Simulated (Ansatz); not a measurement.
Hf₃Si, relaxed as a triplet with UKS B3LYP-D4/def2-SVP in Ansatz, starting from the B3LYP-D4/def2-SVP geometry of the neutral singlet. Force threshold 0.02 eV/Å.

In the def2 sets Hf takes a core potential; there is no spin–orbit coupling. At B3LYP-D4/def2-SVP a quintet of charge 0 lies 0.66 eV below the triplet, each at its own geometry. The structure comes from a short search, and lower isomers may exist.

Start:

```xyz
4

Hf    0.342    1.121   -0.881
Hf    1.401   -1.381   -0.924
Hf    0.026   -0.664    1.308
Si   -1.769    0.924    0.497
```

| step | energy (eV) | largest force component (eV/Å) | SCF passes |
| --- | --- | --- | --- |
| 1 | -11789.1178 | 0.699 | 88 |
| 2 (rejected) | -11788.7928 | 2.973 | 59 |
| 3 | -11789.1640 | 0.635 | 61 |
| 4 | -11789.1973 | 0.096 | 54 |
| 5 | -11789.2003 | 0.104 | 49 |
| 6 | -11789.2011 | 0.050 | 50 |
| 7 | -11789.2011 | 0.024 | 47 |
| 8 | -11789.2013 | 0.004 | 44 |

Force components are those of the run's own axes.

End:

```xyz
4

Hf    0.2410    1.0060   -0.9133
Hf    1.5786   -1.3726   -0.8913
Hf   -0.0630   -0.7054    1.1841
Si   -1.7566    1.0720    0.6206
```

By distances, no bond broke or formed. The bond that changes most is Hf1–Hf3, from 2.84 to 2.72 Å (atoms count from 1).

No frequencies were taken in this run, so the end may be a saddle point.

Hardware: 4 threads of Arm Neoverse V2 on a shared host. Wall time 40 s.
